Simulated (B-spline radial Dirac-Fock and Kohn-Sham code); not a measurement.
Yb⁵⁺: eigenvalues, ΔSCF and the reference

System: the Yb⁵⁺ ion, [Kr] 4d10 4f12 5s2 5p5.

The density-functional columns are spherical, spin-unpolarised Dirac-Kohn-Sham results without Breit or QED terms: −ε is minus the orbital energy of the initial state and ΔSCF the difference of two total energies. The reference in the last column comes from multi-electron Dirac-Fock with separately optimised hole states, Breit and Lamb-shift corrections added in first order. All numbers are from a B-spline atomic structure program, in eV; a selection of levels is shown. For the 1s level of heavy atoms much of the gap between ΔSCF and the reference is the Breit and QED part, -290.1 eV here; for other levels the error of the functional can be larger.

| level | PBE −ε | PBE ΔSCF | LDA −ε | LDA ΔSCF | Dirac-Fock |
| --- | --- | --- | --- | --- | --- |
| K | 61223.8 | 61741.7 | 61170.3 | 61686.5 | 61408.4 |
| L1 | 10428.8 | 10523.9 | 10421.3 | 10516.7 | 10575.6 |
| L2 | 9951.8 | 10073.4 | 9948.5 | 10070.2 | 10059.4 |
| L3 | 8904.8 | 9011.5 | 8902.7 | 9009.5 | 9024.3 |
| M1 | 2409.1 | 2437.8 | 2407.0 | 2435.9 | 2485.7 |
| M2 | 2198.3 | 2229.0 | 2197.5 | 2228.3 | 2259.8 |
| M3 | 1976.1 | 2004.4 | 1975.6 | 2004.0 | 2037.0 |
| M4 | 1616.9 | 1650.6 | 1617.1 | 1650.8 | 1657.5 |
| M5 | 1568.3 | 1601.1 | 1568.6 | 1601.4 | 1610.0 |
| N1 | 533.7 | 548.0 | 532.8 | 547.1 | 573.7 |
| N2 | 448.3 | 462.5 | 447.9 | 462.1 | 481.4 |
| N4 | 257.0 | 270.5 | 257.0 | 270.5 | 278.6 |
| N5 | 247.7 | 261.1 | 247.7 | 261.1 | 269.4 |
| N6,7 | 74.63 | 86.74 | 75.03 | 87.15 | 83.01 |
| O1 | 120.0 | 129.1 | 120.4 | 129.5 | 130.2 |
| O2,3 | 89.81 | 98.00 | 90.18 | 98.40 | 96.30 |

Question: Order the estimates of the K (1s) level by their distance from the Dirac-Fock value, nearest first.
A. LDA ΔSCF
B. LDA −ε
C. PBE ΔSCF
D. PBE −ε

Answer: D (184.6 eV), B (238.1 eV), A (278.1 eV), C (333.3 eV).

An eigenvalue near the reference for a deep level is a cancellation of errors: it lacks relaxation, carries self-interaction and omits Breit and QED terms.

Values without a named source are computed, but for edge energies of neutral atoms, which are taken from tables.
